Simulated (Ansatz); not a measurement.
```yaml
crystal:
  periodic: [false, false, false]
  atoms:
    - {symbol: Cd, position_ang: [4.480925, -0.400310, -1.263127]}
    - {symbol: Cd, position_ang: [-0.061383, -2.122045, 0.529726]}
    - {symbol: Cd, position_ang: [-1.724929, 2.391494, 1.576762]}
    - {symbol: Cd, position_ang: [-3.798765, 0.202877, 0.036600]}
    - {symbol: Cd, position_ang: [-0.617245, 0.005010, 2.628459]}
    - {symbol: Cd, position_ang: [1.888928, 0.706583, -0.085617]}
    - {symbol: Se, position_ang: [1.882247, -0.588215, 2.121354]}
    - {symbol: Se, position_ang: [-2.155730, -1.967629, 1.987098]}
    - {symbol: Se, position_ang: [1.004029, 2.584054, -1.565301]}
    - {symbol: Se, position_ang: [1.031331, -1.650570, -1.778812]}
    - {symbol: Se, position_ang: [-1.085189, 1.408156, -1.418816]}
    - {symbol: Se, position_ang: [-0.844240, -0.569416, -2.768337]}
basis:
  gaussian: {orbitals: def2-SVP}
total_charge: -1
magnetization: {spin_polarized: true, initial_magnetization: 1}
hamiltonian: {xc: pbe0, dispersion: d4}
scf: {omitted_lower_state_checks: [starts]}
output: {orbitals: {seedname: orbitals}}
```

```sh
$ ansatz run in.yaml --threads 4 --pin off --events-out ev --progress --plain --max-ram 6963MiB
```

Q: Does this run fit into the memory that it is given?

A: No. It has 378 basis functions, and Ansatz plans for 11 GiB where 7 GiB are given.
